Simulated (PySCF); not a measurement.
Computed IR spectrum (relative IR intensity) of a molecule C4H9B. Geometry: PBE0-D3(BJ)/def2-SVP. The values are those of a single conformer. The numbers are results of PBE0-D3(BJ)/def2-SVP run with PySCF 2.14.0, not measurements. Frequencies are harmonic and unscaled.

Lines under 2 % of the strongest are left out, and lines within 2 cm⁻¹ are merged.

```csv
ν (cm⁻¹),relative intensity
756,2.1
873,17
929,6.9
967,5.1
994,8.8
1013,18
1029,6.6
1062,6.6
1233,26
1252,9.7
1337,41
1407,2.3
1436,26
1475,5.4
1481,4.6
1685,19
2560,100
2999,8.5
3050,13
3059,3.6
3135,14
3143,17
3157,7.8
3257,2.4
```

Problem. Which molecule gave these data?
A) C=CBCC
B) C=CCBC
C) C=CB(C)C

Solution. A, C=CBCC
